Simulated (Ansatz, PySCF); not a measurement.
Gas-phase reaction in SMILES: [Cl][Ge][Cl] -> [Cl][Ge] + Cl atom (the Cl-Ge bond at the site shown breaks; other sites are not compared here)
Geometries: B3LYP-D3(BJ)/def2-TZVP minima from Ansatz (a program for electronic structure).

Wanted: bond dissociation energy (enthalpy at 298 K, with B3LYP-D3(BJ) rigid-rotor harmonic-oscillator terms from PySCF), in kcal/mol. Cores are frozen in the correlated levels unless marked. Open shells are spin-unrestricted. No spin-orbit coupling. The frozen core is the preceding noble-gas configuration, with the filled d and f shells of earlier blocks. No relativistic terms. CBS marks a two-point X^-3 extrapolation of the correlation energy; Hartree-Fock from the larger set.

| level | program | bond dissociation energy (kcal/mol) |
|---|---|---|
| revPBE/def2-TZVPD | Ansatz | 94.7 |
| BHLYP-D3(BJ)/def2-TZVPD | Ansatz + dftd3 | ___ |
| LC-wPBE-D4/def2-TZVPD | Ansatz + dftd4 | ___ |
| wB97X/def2-TZVPD | Ansatz | ___ |
| B2PLYP/def2-TZVPD | Ansatz | 94.7 |
| PBE-QIDH/def2-TZVPD | Ansatz | ___ |
| RPA@PBE/def2-QZVPP | Ansatz | 85.7 |
| SCS-MP2/def2-TZVPPD | Ansatz | 95.8 |
| SCS-MP2/def2-QZVPP | Ansatz | 97.7 |
| CCSD(T)/CBS(def2-TZVPP,def2-QZVPP) | Ansatz | 97.6 |

Some entries are withheld; supply them.


- BHLYP-D3(BJ)/def2-TZVPD, bond dissociation energy (kcal/mol): 91.4
- LC-wPBE-D4/def2-TZVPD, bond dissociation energy (kcal/mol): 93.6
- wB97X/def2-TZVPD, bond dissociation energy (kcal/mol): 96.7
- PBE-QIDH/def2-TZVPD, bond dissociation energy (kcal/mol): 96.6
